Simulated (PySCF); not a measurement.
Ge(H)2 anion (GeH2), SMILES [GeH2] (connectivity only; charge and spin as stated), charge -1, multiplicity 2.

The structure is a stationary point at PBE-D3(BJ)/def2-TZVPD. The spin state was assumed, not searched. The isomer is the one that the SMILES or the coordinates give; other isomers of the formula were not compared.

Calculation: PBE-D3(BJ)/def2-TZVPD (PySCF).

Frequencies are harmonic and unscaled.

Computed normal modes with their intensities:
```json
[
 {"mode": "1", "ν (cm⁻¹)": "846", "IR (km/mol)": "71.5", "moving atoms (share of kinetic energy)": "H 99 %"},
 {"mode": "2", "ν (cm⁻¹)": "1656", "IR (km/mol)": "661.2", "moving atoms (share of kinetic energy)": "H 99 %"},
 {"mode": "3", "ν (cm⁻¹)": "1664", "IR (km/mol)": "683.4", "moving atoms (share of kinetic energy)": "H 99 %"}
]
```
